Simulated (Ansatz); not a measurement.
A CCSD(T) single point on `BN([SiH](C)C)[SiH](C)C`.

```yaml
crystal:
  periodic: [false, false, false]
  atoms:
    - {symbol: B, position_ang: [-1.815586, -1.032561, 0.822958]}
    - {symbol: N, position_ang: [-0.551164, -0.648015, 0.344203]}
    - {symbol: Si, position_ang: [0.670361, -0.331679, 1.581606]}
    - {symbol: C, position_ang: [0.366001, 1.339070, 2.354307]}
    - {symbol: C, position_ang: [2.388008, -0.415524, 0.852540]}
    - {symbol: Si, position_ang: [-0.237877, -0.379634, -1.366744]}
    - {symbol: C, position_ang: [0.082585, 1.438024, -1.663873]}
    - {symbol: C, position_ang: [-1.644031, -0.974442, -2.431827]}
    - {symbol: H, position_ang: [-2.731081, -1.234064, 0.075586]}
    - {symbol: H, position_ang: [-1.985835, -1.156970, 2.007465]}
    - {symbol: H, position_ang: [0.541076, -1.389328, 2.618421]}
    - {symbol: H, position_ang: [-0.633696, 1.383187, 2.792969]}
    - {symbol: H, position_ang: [0.444532, 2.136800, 1.610771]}
    - {symbol: H, position_ang: [1.092430, 1.540937, 3.146259]}
    - {symbol: H, position_ang: [2.561336, 0.344824, 0.087290]}
    - {symbol: H, position_ang: [2.586252, -1.392578, 0.407077]}
    - {symbol: H, position_ang: [3.119608, -0.254671, 1.649677]}
    - {symbol: H, position_ang: [0.990900, -1.142869, -1.726506]}
    - {symbol: H, position_ang: [-0.800490, 2.029540, -1.407086]}
    - {symbol: H, position_ang: [0.317362, 1.619643, -2.716225]}
    - {symbol: H, position_ang: [0.920229, 1.809622, -1.069022]}
    - {symbol: H, position_ang: [-1.361978, -0.859129, -3.482492]}
    - {symbol: H, position_ang: [-1.866164, -2.028517, -2.254532]}
    - {symbol: H, position_ang: [-2.557779, -0.402267, -2.259822]}
basis:
  gaussian: {orbitals: def2-TZVPP}
correlation: {method: ccsd_t}
output: {orbitals: {seedname: orbitals}}
```

```sh
$ ansatz run in.yaml --threads 4 --pin off --events-out ev --progress --plain --max-ram 46080MiB --backend cuda --devices 0, --max-vram 37GiB
```

Log, shortened:

```
Functional definition: HF
2812 factors; integrals over basis functions are off by at most 1.2e-3 eV
mean field evaluation 1: about -22251.5346 eV, gradient 5.6e1 eV
mean field evaluation 2: about -22251.8924 eV, gradient 5.6e1 eV
mean field evaluation 4: about -22259.6927 eV, gradient 6.6e0 eV
mean field evaluation 8: about -22259.8329 eV, gradient 3.7e-1 eV
mean field -22259.83332353 eV, -818.0337863827 hartree, gradient 2.6e-6 eV, S^2 0.000000; 0 other end points of the search recorded, 0 dependent functions left out
16 core orbitals not correlated: weight in the atoms' cores, before any rotation towards them, 1.000 or more for the frozen orbitals, at most 0.000 for the correlated occupied ones
reference -22259.83332353 eV, -818.0337863827 hartree; 24, 24 occupied and 454, 454 virtual orbitals, 2812 factors
second order -34.78847017 eV of doubles, -0.00000000 eV of singles
cycle   1  -36.33446020 eV  change    -1.5e0 eV  update   1.2e-1
cycle   2  -37.22328623 eV  change   -8.9e-1 eV  update   3.5e-2
cycle   3  -37.36883558 eV  change   -1.5e-1 eV  update   1.6e-2
cycle   4  -37.35851438 eV  change    1.0e-2 eV  update   4.5e-3
cycle   5  -37.35762885 eV  change    8.9e-4 eV  update   2.3e-3
cycle   6  -37.35775475 eV  change   -1.3e-4 eV  update   7.7e-4
cycle   7  -37.35762702 eV  change    1.3e-4 eV  update   2.6e-4
cycle   8  -37.35770253 eV  change   -7.6e-5 eV  update   8.0e-5
cycle   9  -37.35771490 eV  change   -1.2e-5 eV  update   2.4e-5
perturbative correction -1.47535006 eV, -0.0542181145 hartree
Total energy: -22298.66638848 eV, -819.4608751979 hartree
```

Hardware: 4 threads of an AMD EPYC 7R13 on a shared host and a share of an NVIDIA H100 80 GB. Wall time 56 s, peak host memory 2.5 GiB.

MP2 recovers 89.6 % of the CCSD(T) correlation energy and the triples give 3.8 %; T1 = 0.0111.
